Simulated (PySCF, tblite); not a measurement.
Isomers of C5H6ClF2 (doublet state), one GFN2-xTB conformer each. Single-point energies are computed at B3LYP/pcH-1 (PySCF, gas phase, no added dispersion term), electronic only. GFN2-xTB treats the open shell by occupation alone, and not every SCF solution was tested for stability.

**Question.** Rank them by B3LYP/pcH-1 energy, lowest first (kJ/mol).
A. `[H]/[C:1]=[CH:2]\[C@H:3]([Cl:4])[CH2:5][CH:6]([F:7])[F:8]` (doublet state) with C1–C2–C3–Cl4 -114°, C2–C3–C5–C6 -174°, C3–C5–C6–F7 -179°
B. `[CH2:1]=[CH:2][C:3]([Cl:4])[CH2:5][CH:6]([F:7])[F:8]` (doublet state) with C1–C2–C3–Cl4 -177°, C2–C3–C5–C6 -95°, C3–C5–C6–F7 68°
C. `[CH2:1]=[CH:2][C@H:3]([Cl:4])[CH2:5][C:6]([F:7])[F:8]` (doublet state) with C1–C2–C3–Cl4 -116°, C2–C3–C5–C6 -65°, C3–C5–C6–F7 72°
D. `[CH2:1]=[C:2][C@H:3]([Cl:4])[CH2:5][CH:6]([F:7])[F:8]` (doublet state) with C1–C2–C3–Cl4 4°, C2–C3–C5–C6 -176°, C3–C5–C6–F7 66°
E. `[CH2:1]=[CH:2][C@H:3]([Cl:4])[CH:5][CH:6]([F:7])[F:8]` (doublet state) with C1–C2–C3–Cl4 -104°, C2–C3–C5–C6 -160°, C3–C5–C6–F7 164°

**Answer.** B (0.0), E (69.0), C (74.6), D (104.3), A (125.0).

Neighbours under 21 kJ/mol apart (C=C[C@H](Cl)[CH]C(F)F and C=C[C@H](Cl)C[C](F)F; C=[C][C@H](Cl)CC(F)F and [H]/[C]=C\[C@H](Cl)CC(F)F) can change places with a better method, another conformer or zero-point energy. GFN2-xTB itself gives, in the same order: 0.0, 92.8, 87.5, 107.9, 143.1. Both levels put the same isomer lowest; measured from each level's own lowest isomer, the values differ by up to 23.8 kJ/mol (C=C[C@H](Cl)[CH]C(F)F: 92.8 against 69.0).

**Question.** What happens when harmonic zero-point energies from GFN2-xTB frequencies are added?

**Answer.** 
| SMILES | ZPE (kJ/mol) | electronic (kJ/mol) | with ZPE (kJ/mol) |
| --- | --- | --- | --- |
| C=C[C](Cl)CC(F)F | 253.1 | 0.0 | 0.0 |
| C=C[C@H](Cl)[CH]C(F)F | 248.2 | 69.0 | 64.2 |
| C=C[C@H](Cl)C[C](F)F | 253.3 | 74.6 | 74.8 |
| C=[C][C@H](Cl)CC(F)F | 247.3 | 104.3 | 98.5 |
| [H]/[C]=C\[C@H](Cl)CC(F)F | 250.4 | 125.0 | 122.3 |

The zero-point energies span 6.0 kJ/mol. The order is unchanged.
